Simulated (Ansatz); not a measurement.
Input for Ansatz (a program for electronic structure): R-PBE0/def2-TZVPP on AlFH4N2 (SMILES [NH2][Al]([NH2])[F]), a point of a torsion scan.

Ansatz 0.2 input:
```yaml
crystal:
  periodic: [false, false, false]
  atoms:
    - {symbol: N, position_ang: [1.44106205, -0.55736437, 0.05349124]}
    - {symbol: Al, position_ang: [0.11177977, 0.45433872, 0.68130377]}
    - {symbol: N, position_ang: [0.24712616, 2.01403913, 1.52318385]}
    - {symbol: F, position_ang: [-1.43376379, -0.06124825, 0.40291145]}
    - {symbol: H, position_ang: [1.86296933, -1.30532099, 0.58724508]}
    - {symbol: H, position_ang: [2.17872303, -0.13213878, -0.49299529]}
    - {symbol: H, position_ang: [-0.55178860, 2.55377923, 1.82298934]}
    - {symbol: H, position_ang: [1.09397730, 2.49003084, 1.79280611]}
basis:
  gaussian:
    orbitals: def2-TZVPP
hamiltonian:
  xc: {name: PBE0}
scf: {lower_state_search: off}
```

Q: What total energy does the run end on?

A: -454.1015 hartree.
